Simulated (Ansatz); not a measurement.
Molecule: B$_{2}$F$_{3}$ (charge 0, doublet). It need not be the lowest isomer of its formula. SMILES: F[B]B(F)F
Coordinates optimised at B3LYP-D3(BJ)/def2-TZVP (Ansatz, an electronic-structure program):
```
B
F 1 1.3291
F 1 1.3291 2 117.62
B 1 1.6631 2 120.74 3 -169.25
F 4 1.2931 1 141.53 2 -95.54
```
Charge 0, spin multiplicity 2.

Wanted: atomisation energy (electronic, to ground-state atoms), in kJ/mol. Valence correlation only, unless marked. Open shells are spin-unrestricted. Spin-orbit coupling is left out. Non-relativistic. The coupled-cluster limit lacks core correlation, which all-electron functionals hold. CBS marks a two-point X^-3 extrapolation of the correlation energy; Hartree-Fock from the larger set. The bracket is a focal-point correction in the basis named.

```json
[
 {"level": "revPBE-D3(BJ)/def2-TZVPD", "program": "Ansatz + dftd3", "atomisation energy (kJ/mol)": "2215.8"},
 {"level": "r2SCAN-D3(BJ)/def2-TZVPD", "program": "Ansatz + dftd3", "atomisation energy (kJ/mol)": "2260.8"},
 {"level": "B2PLYP-D3(BJ)/def2-TZVPD", "program": "Ansatz + dftd3", "atomisation energy (kJ/mol)": "2212.7"},
 {"level": "B2PLYP-D4/def2-TZVPD", "program": "Ansatz + dftd4", "atomisation energy (kJ/mol)": "2212.6"},
 {"level": "SCS-MP2/6-31G", "program": "Ansatz", "atomisation energy (kJ/mol)": "1859.0"},
 {"level": "RI-MP2/CBS(cc-pVTZ,cc-pVQZ)+[CCSD(T)-MP2]/cc-pVTZ", "program": "Ansatz", "atomisation energy (kJ/mol)": "___"}
]
```

What belongs in the gaps?


- RI-MP2/CBS(cc-pVTZ,cc-pVQZ)+[CCSD(T)-MP2]/cc-pVTZ, atomisation energy (kJ/mol): 2196.8
